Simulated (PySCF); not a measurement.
# Computed vibrations of [Er(NH2)2]+

[Er(NH2)2]+ (singlet in the valence; each metal's 4f electrons, 11 of them, lie in its core potential, out of spins and levels). PySCF 2.14.0, RKS PBE0, Er lcecp-1-SVP with ECP57, N def2-SVP, H def2-SVP; non-relativistic Hamiltonian with scalar-relativistic core potentials where named; density fitting; no spin-orbit coupling. Central differences of gradients.

```xyz
7

Er    0.0000    0.0000   -0.2098
N     1.6181   -0.1644    1.0358
H     2.6147   -0.2596    0.8279
H     1.5401   -0.1684    2.0553
N    -1.6181    0.1644    1.0358
H    -2.6147    0.2596    0.8279
H    -1.5401    0.1684    2.0553
```

Run from Python with OMP_NUM_THREADS=2. Where DIIS fails, smearing, a level shift and second-order steps follow.
It took 46 s on 2 threads of Arm Neoverse V1, on a shared host.

Question: What are the harmonic wavenumbers and infrared intensities?

Answer: Modes are labelled in C2; negative numbers are unstable modes, those under 60 cm⁻¹ near the noise; a finer grid moves soft modes by up to 10 cm⁻¹.
```
cm⁻¹  km/mol  symmetry
 141     0.0         a
 217     0.0         a
 268     2.9         b
 377    27.0         b
 464    38.7         a
 608     0.1         a
 622   150.2         b
 630   470.5         b
 638    39.1         a
1504    41.0         b
1516    39.0         a
3527   150.7         b
3533    65.5         a
3609    54.0         b
3610    54.0         a
```

Question: Is this a minimum?

Answer: Yes. Ideal gas at 298.15 K and 1 bar: S = 325.7 J/(mol K), Cp = 85.0 J/(mol K), H − H(0 K) = 17.4 kJ/mol (rigid rotor, harmonic modes, spin degeneracy alone, that of the 4f electrons in the core included).

An lcecp potential fixes the number of 4f electrons, so in runs with it no electron can move into or out of that shell.
